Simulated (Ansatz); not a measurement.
Abridged output of a molecular run in Ansatz:

```
Functional definition: HF
1704 factors; integrals over basis functions are off by at most 1.2e-3 eV
mean field evaluation 1: about -16443.0338 eV, gradient 4.9e1 eV
mean field evaluation 2: about -16443.3214 eV, gradient 4.9e1 eV
mean field evaluation 4: about -16447.9405 eV, gradient 4.3e0 eV
mean field evaluation 8: about -16448.0078 eV, gradient 3.3e-1 eV
mean field -16448.00814519 eV, -604.4531504753 hartree, gradient 2.7e-6 eV, S^2 0.000000; 0 other end points of the search recorded, 0 dependent functions left out
10 core orbitals not correlated: weight in the atoms' cores, before any rotation towards them, 1.000 or more for the frozen orbitals, at most 0.000 for the correlated occupied ones
reference -16448.00814519 eV, -604.4531504753 hartree; 18, 18 occupied and 253, 253 virtual orbitals, 1704 factors
second order -30.16582581 eV of doubles, -0.00000000 eV of singles
cycle   1  -30.37704829 eV  change   -2.1e-1 eV  update   1.1e-1
cycle   2  -31.06685470 eV  change   -6.9e-1 eV  update   3.2e-2
cycle   3  -31.22474243 eV  change   -1.6e-1 eV  update   1.7e-2
cycle   4  -31.20545413 eV  change    1.9e-2 eV  update   3.5e-3
cycle   5  -31.20395153 eV  change    1.5e-3 eV  update   1.6e-3
cycle   6  -31.20505217 eV  change   -1.1e-3 eV  update   4.7e-4
cycle   7  -31.20480280 eV  change    2.5e-4 eV  update   1.6e-4
cycle   8  -31.20470542 eV  change    9.7e-5 eV  update   5.0e-5
cycle   9  -31.20472406 eV  change   -1.9e-5 eV  update   1.9e-5
perturbative correction -1.06698016 eV, -0.0392107978 hartree
Total energy: -16480.27984941 eV, -605.6391137311 hartree
```

Its atoms:

Cartesian coordinates in Å:
```
O 0.494 -1.364 -0.173
C -0.072 -0.760 -1.323
B -0.552 0.694 -0.955
F -1.118 1.421 -1.917
O -0.426 1.241 0.260
Si 0.171 0.819 1.749
H 0.792 -2.250 -0.384
H 0.649 -0.699 -2.152
H -0.930 -1.333 -1.707
H -0.571 -0.330 2.315
H -0.062 2.011 2.603
H 1.626 0.551 1.684
```

**Question.** Which basis set was used?
A. cc-pV(Q+d)Z
B. def2-TZVPP
C. def2-QZVPP
D. def2-SVPD

**Answer.** B. It gives 281 functions.

**Question.** Write the keys of the input that set method, charge and spin (a neutral closed shell needs none for the last two).

**Answer.** 
```yaml
correlation: {method: ccsd_t}
```
